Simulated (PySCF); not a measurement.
J couplings in SMILES C[C@@H](I)CC(F)(F)F, C₄H₆F₃I

Geometry (Å), atoms numbered from 1 in this order:
```xyz
14

C    -1.5116   -0.5064   -0.5182
C    -0.7060    0.6262    0.0795
I    -1.9031    1.6612    1.5841
C     0.6101    0.2253    0.7278
C     1.6537   -0.2724   -0.2467
F     1.8449    0.5962   -1.2468
F     1.3297   -1.4477   -0.8004
F     2.8234   -0.4395    0.3733
H    -2.4612   -0.1405   -0.9312
H    -0.9427   -0.9798   -1.3330
H    -1.7355   -1.2777    0.2337
H    -0.5245    1.4139   -0.6643
H     1.0633    1.0866    1.2385
H     0.4583   -0.5608    1.4828
```

Method: indirect couplings at PBE0/pcJ-1 (dyall-v2z on I), no solvent, Gaussian nuclear model, PBE0-D3(BJ)/def2-SVP geometry; PySCF integrals, density fitting.

Non-relativistic values:
| coupling | atoms | J (Hz) |
| --- | --- | --- |
| 1J(127I,13C) | I3 – C2 | -62.0 |
| 2J(127I,13C) | I3 – C1 | 7.5 |
| 2J(127I,13C) | I3 – C4 | 9.7 |
| 2J(127I,1H) | I3 – H12 | 19.1 |
| 3J(127I,13C) | I3 – C5 | 9.5 |
| 3J(127I,1H) | I3 – H9/H10/H11 | 13.0 |
| 3J(127I,1H) | I3 – H13 | 5.4 |
| 3J(127I,1H) | I3 – H14 | 2.7 |
| 4J(127I,19F) | I3 – F6/F7/F8 | 4.6 |

Question: What do two-component X2C with spin–orbit coupling give?

Answer: 
```tsv
coupling	atoms	with spin–orbit (Hz)
1J(127I,13C)	I3 – C2	-71.1
2J(127I,13C)	I3 – C1	5.4
2J(127I,13C)	I3 – C4	6.9
2J(127I,1H)	I3 – H12	23.3
3J(127I,13C)	I3 – C5	7.6
3J(127I,1H)	I3 – H9/H10/H11	13.8
3J(127I,1H)	I3 – H13	5.8
3J(127I,1H)	I3 – H14	2.9
4J(127I,19F)	I3 – F6/F7/F8	4.9
```

The largest listed coupling, 1J(127I,13C), ends at 1.15 times its non-relativistic value. Equivalent partners are averaged, as under fast rotation. In the static structure 3J(127I,1H) spreads over 5.9, 29.4, 6.1 Hz. In the static structure 4J(127I,19F) spreads over 2.2, 7.9, 4.6 Hz. Couplings to strongly quadrupolar nuclei (127I) are seldom resolved in solution.
